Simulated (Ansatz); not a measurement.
`O[SiH2][AlH][SiH3]` + `N[Si](O)(F)F` → `O[SiH2]N[Si](O)(F)F` + `[AlH2][SiH3]`  (cleavage of the Si–Al bond)

Gas-phase electronic energies from Ansatz, PBE0-D4/def2-TZVP geometries. CCSD(T)/CBS is the MP2 limit (def2-TZVPP, def2-QZVPP) plus CCSD(T) − MP2 in def2-TZVPP, frozen cores. This one scheme is used for every species. Functionals use def2-TZVPP. B3LYP here is the variant with VWN-RPA as its local correlation; programs differ in this. Each species was taken in one conformer, which may not be the lowest.

```
             level  ΔE (kJ/mol)
           ωB97X-V        -82.7
              PBE0        -65.0
             B3LYP        -75.5
SCS-MP2/def2-TZVPP        -91.7
     HF/def2-QZVPP        -95.5
    MP2/def2-QZVPP        -91.3
SCS-MP2/def2-QZVPP        -91.3
      HF/CBS(def2)        -95.6
```

Q: What does CCSD(T)/CBS give? (Estimate.)

A: The calculation gave: -82.4 kJ/mol. The listed levels differ from it by -0.3, 17.4, 6.9, -9.3, -13.1, -8.9, -8.9, -13.2 kJ/mol.

Largest T1 diagnostic among the species: 0.013.

From PBE to PBE0 (25 % exact exchange), in def2-TZVPP and without D4, ΔE moves by −8.6 kJ/mol. The D4 term adds −7.8 kJ/mol with B3LYP and −4.0 kJ/mol with PBE0; it sums over pairs of atoms, weighted by their polarisabilities, and B3LYP, whose exchange is more repulsive, gets the larger term.
